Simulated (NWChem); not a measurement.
System: AlH, singlet; SMILES [AlH]

Results from NWChem. Pople sets run with spherical d functions. Low-valent species are run as closed-shell singlets; no triplet was tried in these runs. STO-3G and 3-21G are far too small for this property and stand as cheap habits. Structure relaxed at the PBE0/def2-SVP level. Vertical excitations in the gas phase; the lowest state need not have the same character in each row.

```
level                 basis functions  lowest excitation, singlet (eV)  oscillator strength of that lowest state  orbital gap (eV)
--------------------  ---------------  -------------------------------  ----------------------------------------  ----------------
PBE/3-21G, TDA                     15                             2.82                                     0.079              2.18
PBE/6-31G*, TDA                    20                             2.90                                     0.070              2.32
PBE/6-31+G*, TDA                   24                             2.88                                     0.067              2.33
PBE/def2-SVP, TDA                  23                             2.91                                     0.067              2.32
PBE/def2-SVPD, TDA                 32                             2.91                                     0.057              2.34
PBE/def2-TZVP, TDA                 43                             2.90                                     0.059              2.36
PBE/aug-cc-pVDZ, TDA               36                             2.85                                     0.057              2.32
PBE/def2-TZVPD, TDA                52                             2.90                                     0.057              2.36
```
